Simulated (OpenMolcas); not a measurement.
# Au3+ in a ligand field

Au3+ with 6 ligands (fluoride) in octahedral coordination (Oh) at 2.16 Å. A charge of +0.5 e stands 2.4 Å behind each ligand. Ligand basis ANO-RCC-VDZP.

```yaml
Program: OpenMolcas 26.06
Method: "SS-CASPT2, IPEA 0.25 Eh, imaginary shift 0.1 Eh (closed shells correlated: 5s 5p and the ligand valence shells)"
Basis: ANO-RCC-VDZP [7s6p4d2f]
Scalar_Hamiltonian: DKH2, point nucleus
Active_space: 8 electrons in 5 orbitals (5d)
State_averaging: 2S+1 = 3 even, 10 roots; 2S+1 = 1 even, 15 roots
Spin-orbit_coupling: RASSI with atomic mean-field integrals over the reference wave functions
```

The lowest spin-free states (labels of O, the rotations of Oh), above the lowest:

```
State  Degeneracy  E (cm-1)
  3A2           1         0
   1E           2      6070
  1A1           1     13510
  3T2           3     19700
  3T1           3     25660
  1T2           3     26520
  1T1           3     29210
  3T1           3     42310
   1E           2     49040
  1T2           3     49240
  1A1           1     61470
```

The lowest levels with spin-orbit coupling:

| E (cm-1) | Degeneracy | Label | 2S+1 |
| --- | --- | --- | --- |
| 0 | 3 | T2 | 3 |
| 5480 | 2 | E | 1 (85 %) |
| 12750 | 1 | A1 | 1 (76 %) |
| 17360 | 2 | E | 3 |
| 17430 | 3 | T1 | 3 |
| 20900 | 3 | T2 | 3 (74 %) |
| 25470 | 1 | A2 | 3 |
| 27930 | 1 | A1 | 3 (77 %) |
| 28990 | 3 | T1 | 3 |
| 29030 | 3 | T2 | 1 (52 %) |
| 31230 | 3 | T2 | 3 |
| 32920 | 2 | E | 3 (81 %) |
| 33950 | 3 | T1 | 1 (82 %) |
| 41700 | 1 | A1 | 3 (79 %) |
| 46270 | 3 | T1 | 3 |
| 47300 | 2 | E | 3 (90 %) |
| 47320 | 3 | T2 | 3 (59 %) |
| 55270 | 2 | E | 1 (81 %) |
| 56270 | 3 | T2 | 1 (70 %) |
| 70340 | 1 | A1 | 1 (80 %) |

Powder χT (cm3 K/mol): 1.6 at 2 K, 1.6 at 10 K, 1.6 at 50 K, 1.6 at 100 K, 1.61 at 200 K, 1.62 at 300 K. The effective moment at 300 K is 2.828 √(χT) = 3.60 μB.

The lowest level has 2S+1 = 3, for which the spin-only value is χT = S(S+1) / 2 = 1.000 cm3 K/mol (g = 2). The computed 1.619 at 300 K differs by +0.619, through orbital momentum, spin-orbit coupling and any other state in reach.

Roots that are degenerate in the reference are averaged as groups; the widest CASPT2 spread within a group is 280 cm-1 (the 3-fold group of multiplicity 1 near 29200 cm-1 above the lowest state of its run). Shifts and gaps below about the spread of the groups concerned are not significant. Over all roots computed the reference weight is 0.67 to 0.70; a low but even weight reflects the number of correlated electrons. Real 4d8 and 5d8 ions are as a rule square planar and diamagnetic. The least metal-like active orbital is 79 % on the metal (Löwdin) and no ligand orbital is active, so the numbers are rough. Ligand-to-metal charge-transfer states are missing. With no ligand orbital active B as a rule stays too high, so bands that hang on it stand too high and its fall with covalency is understated. With one d shell and no ligand orbital active, 10Dq can be off by a tenth or more. No measured value stands beside these numbers; the geometry was imposed, not optimised, and the real ion may take another.
